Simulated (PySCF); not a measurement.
## LiZn⁺: frontier orbitals

PBE0 at R = 2.661 Å; PySCF, no relativity, basis sets Li pcseg-1, Zn pcseg-1. State: ³Σ⁺ (triplet), unpaired electrons σ ↑↑, a second solution, started from another occupation. Only the outer orbitals are listed, counted within each symmetry.

```tsv
spin	orbital	occ.	ε (eV)	on Li (%)	main shells (%)
α	1δ	1	-20.55	0	100 Zn d
α	1δ	1	-20.55	0	100 Zn d
α	7σ	1	-20.47	0	100 Zn d
α	3π	1	-20.47	0	100 Zn d
α	3π	1	-20.47	0	100 Zn d
α	8σ	1	-14.04	14	83 Zn s
α	9σ	1	-9.09	49	44 Li s, 36 Zn p, 15 Zn s
α	4π	0	-5.93	63	63 Li p, 37 Zn p
α	4π	0	-5.93	63	63 Li p, 37 Zn p
α	10σ	0	-5.23	82	44 Li s, 38 Li p, 12 Zn p
β	1δ	1	-20.40	0	100 Zn d
β	1δ	1	-20.40	0	100 Zn d
β	3π	1	-20.26	0	100 Zn d
β	3π	1	-20.26	0	100 Zn d
β	7σ	1	-20.21	0	100 Zn d
β	8σ	0	-10.14	14	84 Zn s
β	9σ	0	-5.51	68	70 Li s, 22 Zn p, 10 Zn s
β	4π	0	-4.40	66	66 Li p, 34 Zn p
```

Question: Which are the highest filled and the lowest empty level, where do they sit, and how wide is the gap?

Answer: Highest filled α 9σ at -9.09 eV (in %: 44 Li s, 36 Zn p, 15 Zn s); lowest empty β 8σ at -10.14 eV (in %: 84 Zn s); the gap at PBE0 is -1.05 eV.

The bond order (Mayer) is 0.40, the ⟨S²⟩ is 2.001 and the charge on Li (Mulliken, basis-dependent) is 0.36. The charge on Li (Löwdin, basis-dependent) is 0.33 and the dipole moment (positive dipole points towards Zn; it is taken about the centre of mass and depends on that origin) is -6.92 D.

Counting both spins, an empty level lies below a filled one in this solution, because spin and occupation are held.
